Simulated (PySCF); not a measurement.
## Electron correlation in Fe⁺ (iron, charge +1)

[Ar] 3d6 4s1, high-spin 6D determinant. Computed with PySCF 2.14 in def2-TZVPPD (6s6p4d2f1g, 67 functions), with the non-relativistic Hamiltonian (point nucleus). Frozen: [Ne]; 15 electrons correlated.

MP2 pair energies summed by pair of shells (mhartree):

| pair | energy | share (%) |
| --- | --- | --- |
| 3p-3d | -186.40 | 39.7 |
| 3d-3d | -123.65 | 26.3 |
| 3p-3p | -67.66 | 14.4 |
| 3s-3d | -32.17 | 6.8 |
| 3s-3p | -29.34 | 6.2 |
| 3d-4s | -16.63 | 3.5 |
| 3p-4s | -9.13 | 1.9 |
| 3s-3s | -4.04 | 0.9 |
| 3s-4s | -0.72 | 0.2 |

Total MP2 correlation energy: -469.72 mhartree.

Same-spin part -167.76 and opposite-spin part -301.96 mhartree; SCS-MP2 scales them by 1/3 and 6/5 to -418.27 mhartree.

This basis was not built for core-valence correlation, so the inner-shell part is incomplete.
